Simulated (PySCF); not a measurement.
**Gas-phase thermal properties of GeI2**

Computed with PySCF (xtb for GFN2) and rigid-rotor harmonic-oscillator thermochemistry at 1 bar. All species are closed-shell singlets. I: scalar-relativistic def2 core potential, no spin-orbit coupling. Ge: all electrons, no relativistic terms. The harmonic model lacks anharmonicity and excited electronic states, which grow with temperature; levels with a mode under 35 cm⁻¹ are left out. Soft modes under 120 cm⁻¹ make the harmonic entropy rough for GeI2.

```tsv
level	point group	σ	ZPE (kJ/mol)	S°298 (J/mol/K)	Cp298 (J/mol/K)	S°1000 (J/mol/K)	H1000 − H298 (kJ/mol)
GFN2-xTB	C2v	2	3.4	333.9	56.2	403.4	40.4
PBE/def2-SVP	C2v	2	3.1	336.3	56.6	405.9	40.5
PBE0/def2-TZVP	C2v	2	3.3	334.9	56.4	404.5	40.5
```
σ: rotational symmetry number. Electronic degeneracy used: 1. Frequencies are unscaled.
